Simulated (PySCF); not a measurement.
Si(F)2(Me)(NH2) (CH5F2NSi), SMILES C[Si](F)(N)F.

The structure is a stationary point at PBE0-D3(BJ)/def2-SVP. This is a generated structure with no PubChem entry under its InChIKey; it may be hypothetical. Other conformers were not sampled.

Computed with PBE/def2-TZVP run with PySCF.

Gas-phase values at a fixed geometry.

| Quantity | Value |
|---|---|
| total energy | -584.91432 hartree |
| highest occupied level | -6.60 eV |
| lowest empty level | -0.18 eV |
| orbital gap | 6.42 eV |
| dipole moment | 2.69 D |
| quadrupole, principal values (traceless, Buckingham form, about the centre of nuclear charge) | -7.75, 0.14, 7.60 D·Å |
| mean static polarisability | 43.3 bohr³ (6.41 Å³) |
| polarisability, principal values | 39.3, 42.5, 48.0 bohr³ |
